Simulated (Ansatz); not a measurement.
Cs3H2. Total charge 0; doublet. Geometry PBE-D4/def2-TZVP.

```xyz
5

Cs   -0.7936    1.9963    0.4913
Cs    2.1037   -0.7619   -1.1240
Cs   -2.5690   -2.2284    1.2484
H     1.6178    1.8359   -0.7586
H    -0.3589   -0.8420    0.1429
```

In the def2 sets Cs takes a core potential; there is no spin–orbit coupling. The structure comes from a short search, and lower isomers may exist.

Problem. Estimate the α-spin orbital energies around the gap (eV) in Ansatz with PBE-D4/def2-SVP, r2SCAN-D4/def2-TZVP, r2SCAN-D4/def2-TZVPD, PBE0-D4/def2-TZVPD, ωB97X-V/def2-TZVP.

Solution. 
| orbital | PBE-D4/def2-SVP | r2SCAN-D4/def2-TZVP | r2SCAN-D4/def2-TZVPD | PBE0-D4/def2-TZVPD | ωB97X-V/def2-TZVP |
| --- | --- | --- | --- | --- | --- |
| HOMO−9 | -12.83 | -13.19 | -13.17 | -14.14 | -16.72 |
| HOMO−8 | -12.76 | -13.14 | -13.11 | -14.13 | -16.70 |
| HOMO−7 | -12.71 | -13.10 | -13.07 | -14.03 | -16.63 |
| HOMO−6 | -12.68 | -13.05 | -13.02 | -14.01 | -16.63 |
| HOMO−5 | -12.61 | -12.97 | -12.95 | -13.95 | -16.51 |
| HOMO−4 | -12.51 | -12.89 | -12.86 | -13.83 | -16.43 |
| HOMO−3 | -12.38 | -12.77 | -12.73 | -13.71 | -16.31 |
| HOMO−2 | -4.08 | -4.29 | -4.27 | -5.18 | -7.52 |
| HOMO−1 | -3.43 | -3.61 | -3.61 | -4.48 | -6.70 |
| HOMO | -1.75 | -1.75 | -1.74 | -2.08 | -3.00 |
| LUMO | -1.24 | -0.99 | -0.99 | -0.82 | 0.07 |
| LUMO+1 | -1.00 | -0.72 | -0.73 | -0.60 | 0.27 |
| LUMO+2 | -0.78 | -0.56 | -0.56 | -0.48 | 0.47 |
| LUMO+3 | -0.53 | -0.31 | -0.31 | -0.20 | 0.64 |
| LUMO+4 | -0.28 | -0.21 | -0.21 | 0.01 | 0.79 |
| LUMO+5 | -0.22 | -0.17 | -0.17 | 0.02 | 0.84 |
| β HOMO | -3.41 | -3.60 | -3.60 | -4.46 | -6.69 |
| β LUMO | -1.27 | -1.09 | -1.08 | -0.74 | 0.20 |
